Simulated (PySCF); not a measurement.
Vertical excitations of a molecule C₂H₃O₂, multiplicity 2 from TDA-PBE0/def2-SVPD (PySCF), as energy in eV (oscillator strength): 4.24 (0.008), 5.05 (0.000), 5.34 (0.016), 6.50 (0.003), 6.81 (0.003), 7.12 (0.007), 7.16 (0.012), 7.43 (0.026), 7.68 (0.000), 7.99 (0.013). Geometry optimised at B3LYP-D3(BJ)/def2-SVP. Other conformers were not sampled.

### Question
Identify the compound among the candidates.
A. CC([O])=O
B. [CH2]OC=O
C. CO[C]=O
D. [CH2]C(=O)O

### Answer
C, CO[C]=O
